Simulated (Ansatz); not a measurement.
This geometry of C2H6ClGa + H2 (12 atoms, charge 0, multiplicity 1) is a first-order saddle point.

All numbers below come from Ansatz 0.2.0, RKS PBE-D4/def2-SVP.

```xyz
12
Properties=species:S:1:pos:R:3
Ga -0.597 0.354 0.293
C 1.453 -0.237 0.766
C -1.063 0.149 -1.597
Cl -1.082 2.064 1.555
H 0.138 -0.870 1.196
H -0.936 -1.094 1.265
H 1.858 0.796 0.800
H 1.806 -0.720 1.704
H 1.876 -0.784 -0.098
H -2.152 0.283 -1.737
H -0.770 -0.856 -1.954
H -0.530 0.916 -2.193
```

(1) Which two structures does it join? (They come from a converged band through this point; their orientation in space is the band's.)

(2) How far does it lie above each of them?

Results:

(1) Bonds broken: Ga1–C2, H5–H6. Bonds formed: Ga1–H6, C2–H5. C2H6ClGa + H2 becomes CH4 + CH4ClGa.

Image 0:

```xyz
12
Properties=species:S:1:pos:R:3
Ga -0.041 0.540 0.098
C 1.766 0.027 0.688
C -1.014 0.236 -1.586
Cl -1.125 1.802 1.540
H -1.025 -1.798 1.098
H -1.327 -1.220 1.509
H 2.471 0.851 0.452
H 1.782 -0.128 1.783
H 2.121 -0.889 0.176
H -2.105 0.204 -1.399
H -0.694 -0.703 -2.081
H -0.811 1.078 -2.279
```

Image 10:

```xyz
12
Properties=species:S:1:pos:R:3
Ga -1.337 0.262 0.437
C 1.668 -0.465 0.783
C -1.058 0.164 -1.505
Cl -1.096 2.261 1.303
H 0.881 -1.204 1.037
H -1.821 -0.817 1.475
H 1.335 0.564 1.021
H 2.561 -0.695 1.395
H 1.919 -0.541 -0.291
H -1.997 0.462 -2.016
H -0.794 -0.862 -1.829
H -0.262 0.871 -1.811
```

(2) 31.7 kcal/mol above the first and 40.5 kcal/mol above the second. This is the barrier of this one path; another mechanism may lie lower. The orbitals stay closed-shell, which can raise the energy where a bond breaks towards radicals; this wasn't checked here.

Time of the run: 4.5 min on 2 threads of Intel(R) Xeon(R) Platinum 8488C (Sapphire Rapids) (shared host), peak memory 0.19 GiB.
